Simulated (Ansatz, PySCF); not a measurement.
System: CH$_{3}$AlF, charge 0, multiplicity 2. It need not be the lowest isomer of its formula. 
Geometry from a B3LYP-D3(BJ)/def2-TZVP (Ansatz, a first-principles code) optimisation:
SMILES: [CH3][Al][F]
```xyz
6

Al     0.5137    -0.1059     0.2760
C     -0.0666     1.3295    -0.9526
H     -0.9280     1.8408    -0.5137
H     -0.3838     0.8772    -1.8965
H      0.7177     2.0590    -1.1523
F     -0.6316    -1.2642     0.6323
```
Charge 0, spin multiplicity 2.

Total electronic energies in hartree. Cores are frozen in the correlated levels unless marked. UHF or UKS for open shells. Spin-orbit coupling is left out. Non-relativistic. CBS marks a two-point X^-3 extrapolation of the correlation energy; Hartree-Fock from the larger set. The bracket is a focal-point correction in the basis named.

```tsv
level	program	energy (Eh)
HF-D3(BJ)/def2-TZVPD	PySCF + dftd3	-381.12013
RI-HF/aug-cc-pV(T+d)Z	Ansatz	-381.09231
revPBE/def2-TZVPD	Ansatz	-382.19479
TPSS/def2-TZVPD	PySCF	-382.32679
TPSS-D3(BJ)/def2-TZVPD	PySCF + dftd3	-382.33060
TPSS-D4/def2-TZVPD	PySCF + dftd4	-382.33080
PBE0/def2-QZVPP	Ansatz	-382.04829
TPSSh-D4/def2-TZVPD	PySCF + dftd4	-382.31019
TPSSh/def2-TZVPD	PySCF	-382.30659
r2SCAN0-D4/def2-TZVPD	Ansatz + dftd4	-382.17970
MN15-D3(BJ)/def2-TZVPD	PySCF + dftd3	-382.06140
wB97X/def2-TZVPD	Ansatz	-382.25081
MP2/aug-cc-pV(D+d)Z	Ansatz	-381.45430
CCSD/STO-3G	Ansatz	-376.30883
RI-MP2/CBS(cc-pV(T+d)Z,cc-pV(Q+d)Z)+[CCSD(T)-MP2]/cc-pV(T+d)Z	Ansatz	-381.6982
```

Totals of different functionals don't rank their quality; only differences between species are comparable.
